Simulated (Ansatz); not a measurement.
**Ligand exchange: GeH3F + SiH3(OH) → SiH3(GeH3) + HOF**

Species: GeH3F (fluorogermane) `[F][GeH3]`, singlet; SiH3(OH) (silanol), singlet; SiH3(GeH3), singlet; HOF (hypofluorous acid) `OF`, singlet. The partners trade F for SiH3: Ge–F and O–SiH3 bonds give way to Ge–SiH3 and O–F.

Shapes, held fixed at every level: PBE0-D4/def2-TZVP. Programs: Ansatz 0.2.0. The zero-point and thermal change to 298 K, harmonic and unscaled (PBE0-D4/def2-TZVP), is -3.3 kJ/mol.

| level | kind | ΔH(298 K) (kJ/mol) | less CCSD(T)/def2-TZVPP | CPU time (sum over the molecules) |
| --- | --- | --- | --- | --- |
| HF/def2-SVP | Hartree–Fock | +566.0 | +33.0 | – |
| SPW92/def2-TZVPP | LDA | +498.2 | -34.8 | 5.2 s |
| PBE-D4/def2-TZVPP | GGA | +484.2 | -48.8 | 7.9 s |
| B3LYP-D4/def2-TZVPP | global hybrid | +522.4 | -10.6 | 10 s |
| r2SCAN0-D4/def2-TZVPP | global hybrid | +537.4 | +4.4 | 15 s |
| wB97M-V/def2-TZVPP | range-separated hybrid | +531.2 | -1.8 | 33 s |
| CCSD(T)/def2-TZVPP | coupled cluster or CI | +533.0 | 0.0 | 63 s |

The highest level, CCSD(T)/def2-TZVPP, gives ΔH(298 K) = +533.0 kJ/mol; the levels span +484.2 to +566.0. The column of differences is taken from that level and isn't an error. No measured value is set beside it here. Relativity is left out for Ge unless named. Correlated rows may include outer-core shells of Ge, which these sets cover unevenly. Times are processor times on shared x86 and Arm servers, and rough.
